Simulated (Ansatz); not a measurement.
A made-up structure of CH3LiTe, singlet:

```csv
atom,x (Å),y (Å),z (Å)
Li1,-0.4823,-2.7784,0.2942
Te2,1.1256,-0.9237,0.6874
C3,-0.0291,0.7137,-0.1457
H4,2.5501,-0.4259,1.4482
H5,-0.9642,0.8323,0.3965
H6,-0.2212,0.5422,-1.2023
```

It is relaxed with PBE-D4/def2-SVP and then PBE0-D4/def2-TZVP (Ansatz 0.2.0). Atoms count as bonded within 1.22 times the sum of their covalent radii (H–H: 0.88 Å). The end point is not checked to be a true minimum.

Task: Does its bonding change? (Judge from chemistry; the calculation decides.)

Result: The calculation gives: Yes. Formed: Li1–C3; broken: none.

Where it ends: The first stage lowers the energy by 2.04 eV in 23 steps. It ends as CH₃LiTe ([Li]1[CH2][TeH]1):
Li1  (-0.557, -1.844, 0.468)
Te2  (1.801, -0.604, 0.142)
C3  (-0.299, -0.009, -0.093)
H4  (1.728, -0.709, 1.803)
H5  (-0.359, 0.992, 0.342)
H6  (-0.334, 0.134, -1.184)
(Å)

Labels in which every atom is bracketed show which atoms are joined, not bond orders.

For scale, one of the runs: PBE0-D4/def2-TZVP relaxation, 113 basis functions, launched by `ansatz run in.yaml --threads 2 --pin off --events-out ev --progress --plain --max-ram 4352MiB`. Hardware: 2 CPU threads of an Arm Neoverse V2, shared host. Wall time about 23 s.
